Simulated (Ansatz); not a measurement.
```xyz
22

C     0.855    2.473   -1.433
C     0.039    1.970   -0.248
Ga   -0.003    0.000   -0.002
C    -1.023   -0.791    1.506
C    -1.730    0.202    2.422
C     0.974   -1.179   -1.266
C     0.886   -2.674   -0.982
H     0.480    2.075   -2.380
H     0.838    3.565   -1.514
H     1.903    2.172   -1.359
H    -1.001    2.312   -0.322
H     0.406    2.409    0.688
H    -0.328   -1.417    2.080
H    -1.743   -1.500    1.079
H    -2.274   -0.295    3.232
H    -1.025    0.896    2.887
H    -2.455    0.811    1.875
H     2.020   -0.850   -1.280
H     0.602   -0.956   -2.275
H     1.444   -3.269   -1.713
H     1.285   -2.922    0.006
H    -0.148   -3.029   -1.000
```

Total charge 0; spin multiplicity 1.

**Question.** List the r2SCAN/def2-TZVPP orbital energies in eV (Ansatz). (Estimate.)

**Answer.** Computed: Occupied: -10121.21, -1243.42, -1099.88, -1099.74, -1099.74, -272.62, -272.62, -272.62, -272.44, -272.44, -272.44, -146.99, -100.01, -99.62, -99.62, -19.87, -19.64, -19.64, -19.46, -19.46, -19.14, -18.88, -18.88, -15.56, -15.33, -15.33, -11.00, -10.88, -10.77, -10.77, -10.31, -10.31, -9.20, -8.99, -8.99, -8.46, -8.34, -8.34, -8.34, -5.87, -5.87. Lowest empty: -1.08, 0.31, 1.30, 1.31, 2.41, 2.44, 2.78, 2.78.
